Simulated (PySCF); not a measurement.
Electron correlation in F+ (fluorine, charge +1)

[He] 2s1 2p4 3s1, high-spin 5P determinant (an excited configuration). All numbers are calculated (PySCF 2.14, the spin-free X2C one-electron Hamiltonian (Gaussian nucleus), in x2c-TZVPPall with one added diffuse shell each of s, p, d type (6s4p3d1f, 40 functions)). Frozen: 1s2; 6 electrons correlated.

```json
{"level": "CCSD", "correlation energy (mhartree)": "-109.45"}
{"level": "(T)", "correlation energy (mhartree)": "-5.98"}
{"level": "CCSD(T)", "correlation energy (mhartree)": "-115.43"}
```

Diagnostics: T1 = 0.0063, D1 = 0.0194, largest double amplitude 0.268.

The outer electron is Rydberg-like, and this basis confines it to a smaller radius and binds it less than a complete one would. A double-excitation amplitude exceeds 0.15, a sign of near-degeneracy.

Cost of the coupled-cluster step: about 1 core-seconds, for 6 correlated electrons.

Iterations:

```
CC2 = 0
CCSD nocc = (np.int64(5), np.int64(1)), nmo = (39, 39)
frozen orbitals [[0], [0]]
max_cycle = 100
direct = 0
conv_tol = 1e-08
conv_tol_normt = 1e-06
diis_space = 8
diis_start_cycle = 0
Init t2, MP2 energy = -0.108299689647313
Init E_corr(UCCSD) = -0.108299689649144
cycle = 1  E_corr(UCCSD) = -0.128339353189531  dE = -0.0200396635  norm(t1,t2) = 0.206989
cycle = 2  E_corr(UCCSD) = -0.147510426650042  dE = -0.0191710735  norm(t1,t2) = 0.450232
cycle = 3  E_corr(UCCSD) = -0.11739424353889  dE = 0.0301161831  norm(t1,t2) = 0.974339
cycle = 4  E_corr(UCCSD) = -0.117649694317493  dE = -0.000255450779  norm(t1,t2) = 0.0565526
cycle = 5  E_corr(UCCSD) = -0.114858785255226  dE = 0.00279090906  norm(t1,t2) = 0.0551885
cycle = 6  E_corr(UCCSD) = -0.10982871246502  dE = 0.00503007279  norm(t1,t2) = 0.134274
cycle = 7  E_corr(UCCSD) = -0.10958828830297  dE = 0.000240424162  norm(t1,t2) = 0.020039
cycle = 8  E_corr(UCCSD) = -0.109567881255933  dE = 2.0407047e-05  norm(t1,t2) = 0.0302605
cycle = 9  E_corr(UCCSD) = -0.109329306704636  dE = 0.000238574551  norm(t1,t2) = 0.00846119
cycle = 10  E_corr(UCCSD) = -0.10952073304626  dE = -0.000191426342  norm(t1,t2) = 0.00066871
cycle = 11  E_corr(UCCSD) = -0.109425438919114  dE = 9.52941271e-05  norm(t1,t2) = 0.000398581
cycle = 12  E_corr(UCCSD) = -0.109453246073009  dE = -2.78071539e-05  norm(t1,t2) = 0.000142017
cycle = 13  E_corr(UCCSD) = -0.109454392169914  dE = -1.1460969e-06  norm(t1,t2) = 2.24652e-05
cycle = 14  E_corr(UCCSD) = -0.109454728218432  dE = -3.36048518e-07  norm(t1,t2) = 5.87393e-06
cycle = 15  E_corr(UCCSD) = -0.109454506153082  dE = 2.2206535e-07  norm(t1,t2) = 2.29868e-06
cycle = 16  E_corr(UCCSD) = -0.109454513624746  dE = -7.47166308e-09  norm(t1,t2) = 3.07424e-06
cycle = 17  E_corr(UCCSD) = -0.109454546227073  dE = -3.26023275e-08  norm(t1,t2) = 3.69584e-06
cycle = 18  E_corr(UCCSD) = -0.109454568996206  dE = -2.27691327e-08  norm(t1,t2) = 3.31512e-06
cycle = 19  E_corr(UCCSD) = -0.109454502671854  dE = 6.63243517e-08  norm(t1,t2) = 4.02362e-06
cycle = 20  E_corr(UCCSD) = -0.109454527915263  dE = -2.52434089e-08  norm(t1,t2) = 1.80271e-06
cycle = 21  E_corr(UCCSD) = -0.109454483185558  dE = 4.47297046e-08  norm(t1,t2) = 1.7807e-06
cycle = 22  E_corr(UCCSD) = -0.109454430929419  dE = 5.22561394e-08  norm(t1,t2) = 1.82483e-06
cycle = 23  E_corr(UCCSD) = -0.10945435128526  dE = 7.9644159e-08  norm(t1,t2) = 1.55518e-06
cycle = 24  E_corr(UCCSD) = -0.109454337270582  dE = 1.40146781e-08  norm(t1,t2) = 1.37409e-06
cycle = 25  E_corr(UCCSD) = -0.109454337704023  dE = -4.33441602e-10  norm(t1,t2) = 1.44249e-06
cycle = 26  E_corr(UCCSD) = -0.109454404160777  dE = -6.64567541e-08  norm(t1,t2) = 2.6875e-06
cycle = 27  E_corr(UCCSD) = -0.109454421902389  dE = -1.77416113e-08  norm(t1,t2) = 1.20122e-06
cycle = 28  E_corr(UCCSD) = -0.109454406381615  dE = 1.55207734e-08  norm(t1,t2) = 1.48032e-06
cycle = 29  E_corr(UCCSD) = -0.109454422341858  dE = -1.59602426e-08  norm(t1,t2) = 1.14595e-06
cycle = 30  E_corr(UCCSD) = -0.109454429790955  dE = -7.44909667e-09  norm(t1,t2) = 8.78312e-07
UCCSD converged
E(UCCSD) = -97.57587989301075  E_corr = -0.1094544297909546
UCCSD(T) correction = -0.00597924587282966
```
